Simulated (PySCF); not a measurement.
AlOCl, SMILES [Cl][Al]=[O].

Coordinates come from a B3LYP-D3(BJ)/def2-TZVP optimisation.

These are PySCF with IEF-PCM-ωB97X/def2-SVP values and carry that method's errors.

The values are the electrostatic part of the solvation free energy, E(continuum) − E(gas) at the gas-phase geometry, in a cavity of scaled van der Waals radii (PySCF's table); cavitation and dispersion terms are not included. A continuum can't describe solvent molecules that bind to the metal. In vacuum the orbital gap is 9.65 eV. The dipole moment in vacuum is 3.54 D.

```tsv
solvent	ε	ΔG(elec) (kcal/mol)	dipole (D)	gap (eV)
water	78.36	[?]	[?]	[?]
1-octanol	9.86	-13.7	4.38	10.22
chlorobenzene	5.70	-12.0	4.29	10.15
```

Q: What belongs in the gaps? (An estimate is asked for; the answer gives what the named calculation found.)

A: 
- water, ΔG(elec) (kcal/mol): -16.0
- water, dipole (D): 4.51
- water, gap (eV): 10.32
